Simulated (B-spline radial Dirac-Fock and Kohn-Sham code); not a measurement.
ΔSCF core binding energies without Breit or QED terms, calculated with a radial atomic solver.

A sound run for rhenium as Re⁺, 1s2 2s2 2p6 3s2 3p6 3d10 4s2 4p6 4d10 4f14 5s2 5p6 5d5 6s1: The ground state converged in 10 iterations, with total energy -16707.31787 Ha, virial ratio 1.88497 and highest orbital energy -14.88 eV. ΔSCF binding energies: K (1s) 72055.8 eV, L3 (2p3/2) 10582.6 eV, M5 (3d5/2) 1904.1 eV.

A second run, with one unsound setting: The ground state converged in 13 iterations, with total energy -29150.19334 Ha, virial ratio 1.14798 and highest orbital energy -15.43 eV. ΔSCF binding energies: K (1s) 53843.6 eV, L3 (2p3/2) 10502.4 eV, M5 (3d5/2) 1672.6 eV.

```
iter   energy (Ha)        error
   1   -29027.02576632  5.70e+01
   2   -28918.98298943  2.92e+00
   3   -29127.05341674  1.23e+00
   4   -29148.71437490  5.55e-01
   5   -29149.52833285  1.68e-01
   6   -29149.77955689  1.36e-01
   7   -29150.18006581  2.35e-02
   8   -29150.19328674  1.67e-03
   9   -29150.19333968  4.22e-04
  13   -29150.19334255  7.67e-08
```

Task: Which fault fits the second run best?
A. speed of light below Z
B. too few iterations
C. spline order too low
D. unbound anion

Result: A. The input had c_factor = 0.4515: c_factor makes c so small that Zα exceeds 1, so any numbers that come out have no meaning.
